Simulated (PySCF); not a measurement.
Mo(O)(NH)(Cl)(Br) (BrClHMoNO), SMILES [Br][Mo]([Cl])(=[O])=[NH], multiplicity 1.

Geometry: PBE0-D3(BJ)/def2-SVP. The multiplicity is an assumed one; no other spin state was optimised. The structure was generated by enumeration; whether it is a known compound was not checked. The def2 effective core potentials stand for the cores of Mo; spin–orbit coupling is left out.

All values below come from TDA-ωB97X/def2-SVPD (PySCF).

Vertical excitations. Isolated molecule, no solvent.

```tsv
state	energy (eV)	λ (nm)	f	main pairs
S1	4.08	304	0.008	HOMO→LUMO 82 %
S2	4.24	293	0.008	HOMO−2→LUMO 73 %
S3	4.47	277	0.001	HOMO−2→LUMO+1 37 %, HOMO→LUMO+1 22 %, HOMO−2→LUMO+2 7 %, HOMO−2→LUMO 6 %
S4	4.75	261	0.034	HOMO−1→LUMO 69 %, HOMO−4→LUMO 13 %
S5	5.01	248	0.004	HOMO→LUMO+2 42 %, HOMO−2→LUMO+2 25 %, HOMO→LUMO+1 15 %
S6	5.21	238	0.003	HOMO→LUMO+1 26 %, HOMO−2→LUMO+2 25 %, HOMO−2→LUMO+1 22 %, HOMO→LUMO+2 8 %
S7	5.25	236	0.006	HOMO−3→LUMO 73 %
S8	5.37	231	0.012	HOMO−4→LUMO 44 %, HOMO−1→LUMO+1 14 %, HOMO−5→LUMO 10 %
S9	5.60	221	0.012	HOMO−1→LUMO+1 31 %, HOMO−2→LUMO+3 15 %, HOMO−2→LUMO+2 10 %, HOMO→LUMO+2 8 %
S10	5.74	216	0.022	HOMO−5→LUMO 65 %
T1	3.52	352	0	HOMO→LUMO 38 %, HOMO−2→LUMO 37 %
T2	3.81	325	0	HOMO→LUMO 35 %, HOMO−2→LUMO 30 %, HOMO−1→LUMO 9 %, HOMO−2→LUMO+1 7 %
T3	4.02	309	0	HOMO→LUMO+1 35 %, HOMO→LUMO+2 21 %, HOMO−4→LUMO+1 10 %, HOMO→LUMO 8 %
T4	4.09	303	0	HOMO−2→LUMO+1 47 %, HOMO−2→LUMO+2 16 %, HOMO−2→LUMO 7 %
```
Triplets are in the Tamm–Dancoff approximation.
